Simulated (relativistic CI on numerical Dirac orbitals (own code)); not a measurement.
## One change at a time: Nd XXXI

Base calculation: Dirac-Coulomb-Breit CI, separate exchange-only KLI orbitals for each configuration, model QED (radiative potential, 1s self-energy scaled to tabulated hydrogen-like ionisation energies), unscaled Slater integrals.

Configurations in the expansion (outside the closed core [Ar]): 3d10 4s2, 3d10 4s 4p, 3d10 4p2, 3d10 4s 4d, 3d10 4d2, 3d10 4s 4f, 3d10 4p 4d, 3d10 4f2, 3d10 4p 4f, 3d10 4d 4f, 3d10 4s 5s, 3d10 4s 5p, 3d10 4s 5d, 3d10 4s 5f, 3d10 4s 5g, 3d10 4s 6s, 3d10 4s 6p, 3d10 4s 6d, 3d10 4s 6f, 3d10 4s 7s, 3d9 4s2 4p, 3d9 4s2 4d, 3d9 4s2 4f, 3d9 4s2 5s, 3d9 4s2 5p, 3d9 4s2 5d. Double excitations out of closed p, d and f shells are left out; levels of such configurations are missing from the list, as are those of other unlisted configurations, and high levels can miss mixing partners. These lack a partner that the ground configuration has and come out too high: 3d9 4s2 4p, 3d9 4s2 4d, 3d9 4s2 4f, 3d9 4s2 5s, 3d9 4s2 5p.

Variants: (1) QED terms removed. Shifts of the energy above 3d10 4s2 1S_0, in cm⁻¹, for the lowest level and the first level of each name with at least 55 % of one term (blank where a level changes its place among those of its configuration and J or its character, or is not in the variant):

```
           Level     Base   Δ(1)
   3d10 4s2 1S_0        0      0
3d10 4s 4p 3P°_0   460061  +4279
3d10 4s 4p 3P°_1   494270  +4267
3d10 4s 4p 3P°_2   719904  +3890
3d10 4s 4p 1P°_1   830986  +3943
   3d10 4p2 3P_0  1067178  +8660
   3d10 4p2 3P_1  1292245  +8309
   3d10 4p2 1D_2  1298530  +8115
   3d10 4p2 3P_2  1540465  +7482
 3d10 4s 4d 3D_1  1614741  +4497
   3d10 4p2 1S_0  1629034  +7893
 3d10 4s 4d 3D_2  1632034  +4549
 3d10 4s 4d 3D_3  1667343  +4348
 3d10 4s 4d 1D_2  1760240  +4947
3d10 4p 4d 3F°_2  2100267  +8888
3d10 4p 4d 3F°_3  2197873  +8677
3d10 4p 4d 3D°_1  2201548  +8892
3d10 4p 4d 3F°_4  2403790  +8216
3d10 4p 4d 3P°_0  2424228  +8520
3d10 4p 4d 3P°_1  2430468  +8514
3d10 4p 4d 1P°_1  2554095  +8364
3d10 4s 4f 3F°_2  2610641  +4439
```

At this charge energies of transitions that change n are usually good to better than 1 %, and those within a shell (Δn = 0) to a few per cent.

Ionisation energy from the two ground configurations alone: base 1191.74 eV; QED terms removed 1192.28 eV. The NIST ASD value (theoretical) is 1191 eV.

LS names give the leading component of a level, which can be under half, so a name can repeat, a term be missing and a line seem to break the LS rules.
